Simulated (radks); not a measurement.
Results of a calculation; reference values are marked as such.
Dispersion coefficients C6 (hartree bohr^6) between ground-configuration atoms and ions, from the Casimir-Polder integral (3/pi) of alpha_A(iw) alpha_B(iw). Code: a radial shooting solver on a logarithmic mesh with Libxc functionals. Model: scalar-relativistic Kohn-Sham, LB94 model potential, spin-polarised, spherical densities, finite nucleus; open shells are filled with parallel spins first; Fermi nuclear charge, rms radius of each element as measured or else 0.836 A^(1/3) + 0.57 fm. Response by self-consistent Sternheimer equations with the Hartree and adiabatic LDA kernel, the relativistic mass of each level held fixed and spin-orbit coupling left out.

C6       Ne     Ne+    Ne2+    Ne3+    Ne4+    Ne5+    Ne6+
Ne    6.110
Ne+   3.699   2.290
Ne2+  2.502   1.564   1.073
Ne3+  1.880   1.170  0.8024  0.6012
Ne4+  1.469  0.9072  0.6204  0.4657  0.3618
Ne5+  1.207  0.7349  0.4995  0.3758  0.2934  0.2401
Ne6+  1.054  0.6280  0.4226  0.3191  0.2510  0.2082  0.1845

Static polarisabilities (bohr^3): Ne ([Ne]) 2.594, Ne+ ([He] 2s2 2p5) 1.324, Ne2+ ([He] 2s2 2p4) 0.8555, Ne3+ ([He] 2s2 2p3) 0.6863, Ne4+ ([He] 2s2 2p2) 0.5698, Ne5+ ([He] 2s2 2p1) 0.5112, Ne6+ ([He] 2s2) 0.5058. The combination rule 2 Ca Cb / ((alpha_b/alpha_a) Ca + (alpha_a/alpha_b) Cb) gives 0.4940 for Ne5+-Ne2+, against 0.4995 from the integral.
